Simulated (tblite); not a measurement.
Start geometry of `CN(C)[SiH2]C=O` from a force field or distance geometry (Å):
```
atom  x, y, z in Å
C1    -0.830    1.385   -0.043
N2    -0.458    0.054   -0.227
C3    -1.378   -0.879   -0.745
Si4    0.803   -0.579    0.835
C5     2.382   -0.065    0.044
O6     2.760    1.089    0.176
H7    -1.911    1.575    0.101
H8    -0.302    1.787    0.872
H9    -0.464    1.994   -0.895
H10   -1.617   -0.744   -1.828
H11   -0.944   -1.912   -0.670
H12   -2.373   -0.931   -0.202
H13    0.710    0.029    2.208
H14    0.649   -2.044    0.905
H15    2.967   -0.750   -0.553
```

Question: What comes out of this run: tblite, GFN2-xTB geometry optimisation, gas phase?

Answer: 
```
atom  x, y, z in Å
C1    -0.6402    1.2716   -0.4601
N2    -0.4141   -0.1392   -0.2398
C3    -1.5966   -0.9222   -0.5038
Si4    0.8152   -0.7286    0.8052
C5     2.3377    0.3728    0.4331
O6     3.1486    0.7029    1.2603
H7    -1.4400    1.6582    0.1817
H8     0.2686    1.8320   -0.2547
H9    -0.9317    1.4381   -1.5010
H10   -1.9352   -0.7489   -1.5284
H11   -1.3708   -1.9771   -0.3806
H12   -2.4160   -0.6610    0.1754
H13    0.5748   -0.6871    2.2541
H14    1.1008   -2.0944    0.3596
H15    2.4945    0.6908   -0.6229
```

The energy falls by 0.625 eV over 205 L-BFGS steps, the largest force on an atom goes from 2.73 to 0.009 eV/Å, and the atoms move by 0.772 Å rms after alignment. The bond that changes most is Si4–C5 (SiH2 silicon to carbonyl carbon), which lengthens by 0.076 Å. Bonds longer at the end by more than 0.005 Å: 4 of 14; shorter: 10. Among the angles that change most is C1–N2–C3, from 120.4° to 111.9°. Among the dihedrals that turn most is N2–Si4–C5–O6, from 78° to 146°. Rotational constants go from 4795, 1864, 1580 to 5989, 1602, 1344 MHz. The orientation of the end geometry is arbitrary; only internal coordinates are fixed.

Hardware: an Arm Neoverse V1 with one thread, on a shared host. Cost: 1.1 s wall.

Its GFN2-xTB frequencies are all real (lowest 40 cm⁻¹). One conformer, not necessarily the lowest.

The numbers are calculated, not measured.
